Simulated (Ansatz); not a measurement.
CH$_{6}$AlFOSi (`[OH][Al]([F])[CH2][SiH3]`), relaxed with RKS PBE-D4/def2-SVP in Ansatz 0.2.0 from a rough embedded geometry. The force threshold is 0.03 eV/Å; the program also tests the step.

Total charge 0; spin multiplicity 1.

Start:

```xyz
11

O    -1.211   -0.293   -2.262
Al   -1.328    0.517   -0.670
F    -2.251    2.021   -0.545
C    -0.439   -0.154    0.939
Si    1.412   -0.325    0.662
H    -0.335    0.060   -2.700
H    -0.838   -1.219    1.140
H    -0.626    0.468    1.807
H     1.652   -1.193   -0.555
H     1.918    1.019    0.365
H     2.047   -0.900    1.820
```

```csv
step,energy (eV),largest force (eV/Å),largest move (Å)
1,-20353.1743,2.211,0.000
2,-20353.4679,1.137,0.088
3,-20353.5522,0.375,0.108
4,-20353.5691,0.179,0.097
5,-20353.5939,0.586,0.200
6,-20353.6040,0.763,0.097
7,-20353.6777,0.538,0.200
8,-20353.7261,0.492,0.200
9,-20353.7553,0.143,0.200
10,-20353.7638,0.114,0.200
11,-20353.7660,0.022,0.040
12,-20353.7664,0.160,0.080
13,-20353.7670,0.102,0.042
14,-20353.7675,0.102,0.021
15,-20353.7679,0.069,0.024
16,-20353.7683,0.048,0.065
17,-20353.7685,0.044,0.032
18,-20353.7685,0.037,0.027
19,-20353.7686,0.020,0.015
```

End:

```xyz
11

O    -1.434   -0.396   -2.196
Al   -1.103    0.551   -0.809
F    -1.414    2.204   -0.855
C    -0.382   -0.293    0.781
Si    1.504   -0.242    0.893
H    -1.783   -0.017   -3.019
H    -0.710   -1.355    0.790
H    -0.802    0.206    1.681
H     2.115   -0.929   -0.301
H     1.986    1.186    0.897
H     2.023   -0.915    2.138
```

Run time 24 s (4 threads of an Arm Neoverse V2 on a shared host); peak host memory 0.19 GiB.
